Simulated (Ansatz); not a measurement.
Ansatz (an electronic-structure program) input:

Ansatz 0.2 input:
```yaml
crystal:
  periodic: [false, false, false]
  atoms:
    - {symbol: Al, position_ang: [1.02648321, 0.33286195, 0.30980769]}
    - {symbol: I, position_ang: [-0.27461804, 1.66521205, -1.37820297]}
    - {symbol: I, position_ang: [0.02283913, -1.74685743, 1.30221241]}
basis:
  gaussian:
    orbitals: def2-SVP
hamiltonian:
  xc: {name: PBE0}
magnetization: {spin_polarized: true, initial_magnetization: 1}
```

Q: What final total energy does it print?

A: -837.75274 Eh (PBE0/def2-SVP). The basis has 70 functions.

It need not be the lowest isomer of its formula.
